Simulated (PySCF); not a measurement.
Cd(H)(SH) (CdH₂S), SMILES [SH][CdH].

Geometry: PBE0-D3(BJ)/def2-TZVP. The def2 effective core potentials stand for the cores of Cd; spin–orbit coupling is left out.

Level of theory: PySCF with PBE0/def2-TZVPD.

Symmetry labels are those of the subgroup Cs that the program uses (full group Cs).

Computed valence orbital energies around the gap with their symmetry:
```
orbital  symmetry  energy (eV)
-------  --------  -----------
HOMO−7         A'       -15.34
HOMO−6         A"       -15.30
HOMO−5         A'       -15.30
HOMO−4         A"       -15.28
HOMO−3         A'       -10.88
HOMO−2         A'        -9.45
HOMO−1         A'        -8.10
HOMO           A"        -7.12
LUMO           A'        -0.87
LUMO+1         A'        -0.61
LUMO+2         A"        -0.56
LUMO+3         A'         0.73
```
